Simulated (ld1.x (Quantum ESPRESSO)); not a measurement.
Before and after: TM potential for Sm

ld1.x (Quantum ESPRESSO) 7.5 input, shortened:

```
&input
   title='Sm', zed=62., rel=1, dft='PBESOL', iswitch=3,
   config='[Xe] 4f6 5d0 6s1.5 6p0'
 /
 &inputp
   pseudotype=2, tm=.true., lloc=3,
   nlcc=.false.
 /
4
5S  1  0   2.00   0.00  1.90  1.90  0.0
5P  2  1   6.00   0.00  2.80  2.80  0.0
5D  3  2   0.00   0.00  2.80  2.80  0.0
4F  4  3   6.00   0.00  1.55  1.55  0.0
 &test
   configts(1)='4f6 5s2 5p6 5d0 6s1.5 6p0'
 /
```

Occupied shells without a wave of their own: 6s. They enter only through the test configuration that unscreens the potential.

All-electron outer shells of the reference configuration (PBEsol, scalar-relativistic, ld1.x):

```tsv
shell	level (eV)	outermost node (bohr)	outermost maximum (bohr)
4p	-250.08	0.30	0.56
4d	-131.59	0.28	0.59
5s	-46.24	0.69	1.27
5p	-26.19	0.74	1.43
6s	-5.95	1.69	3.57
4f	-5.42	–	0.61
5d	-4.34	0.84	2.14
6p	-3.16	2.04	4.59
```

Change: wave 4f (bound): rc 1.55 bohr becomes 4f (bound): rc 1.88 bohr.

Cutoffs: the cutoffs (Ry, on a coarse ladder) from which the occupation-weighted sum of valence levels, in a spherical-Bessel basis at the reference potential, stays within 10 and 1 mRy of its value at 400 Ry; they do not see the model core or the augmentation charge, which bear on the density cutoff. Errors are all-electron minus pseudo energies relative to the spin-unpolarised reference configuration.

Q: Predict the effect on cutoff, ghosts and configuration errors.

A: The potential gets softer (160 Ry and 230 Ry → 120 Ry and 180 Ry); both files keep a bound ghost (p, s); the miss of the reference levels goes from 0.02 to 0.18 eV; of the 7 tests that both files solve, the error grows in 6 and shrinks in 1 by more than 15 % and 0.3 meV (median size 11.6 → 101.9 meV); the range in which the s phases agree narrows (upper end 4.2 → -0.6); the range in which the d phases agree widens (upper end 1.2 → 2.2). A larger radius leaves more room for a smooth pseudo-wave, so fewer plane waves are needed.

| quantity | base | changed |
| --- | --- | --- |
| cutoff, loose | 160 Ry | 120 Ry |
| cutoff, tight | 230 Ry | 180 Ry |
| loose cutoff by channel (10 mRy a level) | s 35 Ry, p 12 Ry, f 140 Ry | s 35 Ry, p 12 Ry, f 110 Ry |
| bound ghosts | s, p | s, p |
| largest miss of a reference level, eV | 0.02 | 0.18 |
| error for 4f6 5s2 5p6 5d0 6s2 6p0, meV [ΔE -2.38 eV] | +7.8 | -76 |
| error for 4f6 5s2 5p6 5d0 6s1 6p0, meV [ΔE 3.58 eV] | -10 | +102 |
| error for 4f6 5s2 5p6 5d0 6s0 6p0, meV [ΔE 14.57 eV] | -42 | +412 |
| error for 4f5 5s2 5p6 5d0 6s0 6p0, meV [ΔE 38.45 eV] | +42 | +805 |
| error for 4f6 5s2 5p6 5d0 6s1 6p1, meV [ΔE 0.08 eV] | +12 | +65 |
| error for 4f6 5s2 5p6 5d0.5 6s1.5 6p0, meV [ΔE -1.40 eV] | -0.5 | -0.1 |
| error for 4f5 5s2 5p6 5d1 6s1 6p0, meV [ΔE 7.07 eV] | +66 | +244 |
| s: phases at 3.06 bohr within 0.05 rad from the reference energy up to (Ry; the scan ends near 5) | 4.2 | -0.6 |
| p: phases at 3.06 bohr within 0.05 rad from the reference energy up to (Ry; the scan ends near 5) | 0.3 | 0.5 |
| d: phases at 3.06 bohr within 0.05 rad from the reference energy up to (Ry; the scan ends near 5) | 1.2 | 2.2 |
| f: phases at 3.06 bohr within 0.05 rad from the reference energy up to (Ry; the scan ends near 5) | 0.9 | 0.7 |

Changed file: The 6s level has no wave, so the channel is fitted at the deeper level alone: the likely source of the large errors. A true bound ghost makes a file unfit for plane-wave use even where its test errors are small: the radial tests pick states by their node count and pass the ghost by.
